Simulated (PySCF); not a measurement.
r2SCAN on P⁻ (phosphorus, charge -1), [Ne] 3s2 3p4, high-spin 3P determinant. All numbers are calculated (PySCF 2.14, the spin-free X2C one-electron Hamiltonian (Gaussian nucleus), in aug-cc-pCVQZ-DK (10s9p7d5f3g, 134 functions)).

```
cycle= 1 E= -342.097721294267  delta_E= -0.00828  |g|= 0.0188  |ddm|= 0.879
cycle= 2 E= -342.097918358108  delta_E= -0.000197  |g|= 0.0178  |ddm|= 0.0962
cycle= 3 E= -342.098200007722  delta_E= -0.000282  |g|= 0.00616  |ddm|= 0.077
cycle= 4 E= -342.098260906453  delta_E= -6.09e-05  |g|= 0.00168  |ddm|= 0.0329
cycle= 5 E= -342.098271681383  delta_E= -1.08e-05  |g|= 0.000442  |ddm|= 0.0198
cycle= 6 E= -342.098272549519  delta_E= -8.68e-07  |g|= 0.000105  |ddm|= 0.00672
cycle= 7 E= -342.098272606158  delta_E= -5.66e-08  |g|= 1.12e-05  |ddm|= 0.00226
cycle= 8 E= -342.098272606943  delta_E= -7.85e-10  |g|= 2.16e-06  |ddm|= 0.000362
converged SCF energy = -342.098272606943  <S^2> = 2.018852  2S+1 = 3.0125418
```

Highest occupied orbital energy: 1.679 eV; ⟨L²⟩ = 2.05; populations by l: s 6.00, p 10.00, d 0.00, f 0.00.

(1) Can this result be used?

Results:

(1) With care. The calculation finished and met its thresholds. At r2SCAN the highest occupied level has a positive energy, so only the finite basis holds that electron; in a semilocal or global hybrid functional this comes from self-interaction and does not mean that the real anion is unbound.
